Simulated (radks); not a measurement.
Results of a calculation; reference values are marked as such.
Species: the sulfur ion S12+. Configuration: [He] 2s2. Code: a radial shooting solver on a logarithmic mesh with Libxc functionals. Model: Dirac Kohn-Sham, relativistic LDA (MacDonald-Vosko exchange, VWN5 correlation), spin-unpolarised, spherical densities, finite nucleus; Fermi nuclear charge, rms radius 3.2611 fm.

Unscreened Slater integrals over Kohn-Sham orbitals (cm^-1). Large and small components are both included.

integral           value
F0(2s1/2,2s1/2)   479440
F0(2s1/2,1s1/2)   671320
G0(2s1/2,1s1/2)    65965
F0(1s1/2,1s1/2)  2138000
